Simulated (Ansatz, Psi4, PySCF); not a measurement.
CH$_{5}$O (SMILES C[OH2+]), charge +1, singlet, geometry from GFN2-xTB. Base run: PySCF with CCSD(T)/6-31G*.

Input for PySCF:
```python
from pyscf import gto, scf, cc

mol = gto.M(
    atom='''
C    -0.01927668    0.75112854    0.00090995
O    -0.01945091   -0.71002909    0.07309383
H    -1.05393514    1.08479565    0.06211764
H     0.89956319   -1.05604335    0.06619891
H     0.52546643    1.12435414    0.86667889
H     0.43988827    1.11244731   -0.91822338
H    -0.53971541   -1.09209225   -0.66698245
''',
    basis='6-31g*',
    charge=1,
    verbose=4,
)

mf = scf.RHF(mol)
mf.kernel()

mycc = cc.CCSD(mf)
mycc.kernel()
et = mycc.ccsd_t()
print('E(CCSD(T)) = %.10f' % (mycc.e_tot + et))
```

The same geometry, method and basis name were run in Ansatz (a program for electronic structure) and Psi4 and PySCF, at each program's defaults and at the settings that a row names. The base is PySCF at its defaults. Differences at the defaults can come from grids, fitting, cores and function types together.

| code and settings | ΔE vs base (µEh) | basis functions | E (Eh) | SCF cycles |
|---|---|---|---|---|
| PySCF, defaults (exact integrals, spherical functions, all electrons correlated) | 0.0 | 38 | -115.67271 | 9 |
| Psi4, defaults (exact integrals, Cartesian functions, all electrons correlated) | -7735 | 40 | -115.68045 | 11 |
| Ansatz, defaults (factorised integrals, Cartesian functions, frozen core) | -757 | 40 | -115.67347 | - |
| PySCF, frozen core | 3749 | 38 | -115.66896 | 9 |
| Psi4, exact integrals, spherical functions, frozen core | 3749 | 38 | -115.66896 | 11 |
| Ansatz, high accuracy, frozen core, Cartesian functions as the basis file defines them | -758 | 40 | -115.67347 | - |
